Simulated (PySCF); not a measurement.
**CdGe⁺: frontier orbitals**

PBE at R = 2.756 Å; PySCF, scalar-relativistic core potentials, basis sets Cd cc-pVDZ-PP with ECP28, Ge cc-pVDZ-PP with ECP10. State: ²Π (doublet), unpaired electrons π ↑. Only the outer orbitals are listed, counted within each symmetry, core potentials removing the inner ones.

```
spin  orbital  occ.  ε (eV)  on Cd (%)            main shells (%)
   α       6σ     1  -18.93         61           59 Cd d, 38 Ge s
   α       4π     1  -18.37        100                   100 Cd d
   α       4π     1  -18.34        100                   100 Cd d
   α       2δ     1  -18.25        100                   100 Cd d
   α       2δ     1  -18.25        100                   100 Cd d
   α       7σ     1  -17.71         43           57 Ge s, 40 Cd d
   α       8σ     1  -12.15         66           65 Cd s, 29 Ge p
   α       5π     1   -9.98          5                    94 Ge p
   α       5π     0   -9.79          6                    94 Ge p
   α       9σ     0   -9.07         51  49 Ge p, 31 Cd s, 20 Cd p
   α       6π     0   -6.07         93                    93 Cd p
   β       6σ     1  -18.73         82           81 Cd d, 17 Ge s
   β       4π     1  -18.38        100                   100 Cd d
   β       4π     1  -18.33        100                   100 Cd d
   β       2δ     1  -18.25        100                   100 Cd d
   β       2δ     1  -18.25        100                   100 Cd d
   β       7σ     1  -17.19         24           76 Ge s, 19 Cd d
   β       8σ     1  -11.99         71           70 Cd s, 24 Ge p
   β       5π     0   -9.40          8                    92 Ge p
   β       9σ     0   -8.85         49  51 Ge p, 24 Cd s, 24 Cd p
   β       5π     0   -8.53         13           86 Ge p, 12 Cd p
```

Q: Which are the highest filled and the lowest empty level, where do they sit, and how wide is the gap?

A: Highest filled α 5π at -9.98 eV (in %: 94 Ge p); lowest empty α 5π at -9.79 eV (in %: 94 Ge p); the gap at PBE is 0.19 eV. Both belong to one degenerate shell, split only by its one-sided filling, so this is no excitation gap.

- bond order (Mayer): 0.95
- ⟨S²⟩: 0.756
- charge on Cd (Mulliken, basis-dependent): 0.49
- charge on Cd (Löwdin, basis-dependent): 0.52
- dipole moment (positive dipole points towards Ge; it is taken about the centre of mass and depends on that origin): 0.66 D
- polarisability along the bond: 104.4 bohr³
- polarisability across the bond: 44.1 bohr³

Spin–orbit coupling is left out. The state was picked by a PBE0 search and need not be the measured ground state.
